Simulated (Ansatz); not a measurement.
Input:

```yaml
crystal:
  periodic: [false, false, false]
  atoms:
    - { symbol: B, position_ang: [0.060757, -0.667678, -0.348357] }
    - { symbol: H, position_ang: [0.068712, 0.387817, 1.811503] }
    - { symbol: Cl, position_ang: [1.514987, 0.287555, -0.618908] }
    - { symbol: Cl, position_ang: [-1.480496, -0.032509, -0.924539] }
    - { symbol: P, position_ang: [0.082277, -2.325667, 0.611904] }
    - { symbol: H, position_ang: [-0.673271, -3.066075, -0.339154] }
    - { symbol: H, position_ang: [1.359663, -2.795087, 0.205826] }
    - { symbol: H, position_ang: [-0.03563, -0.210756, 2.174026] }
basis:
  gaussian: { orbitals: "6-31G*" }
hamiltonian:
  xc: b3lyp
  dispersion: d4
relax:
  f_tol: 0.03
  max_steps: 50
output:
  orbitals: {}
```

Command:

```bash
$ ansatz run input.yaml --threads 2 --pin off --max-ram 3072MiB --backend cpu --events-out ev --progress --plain --runs-dir out
```

Hardware: 2 threads of Arm Neoverse V2, on a shared host.

Q: Roughly how long does this run take, and how much memory?

A: 25 s, with a peak of 0.17 GiB, for 12 ionic steps.
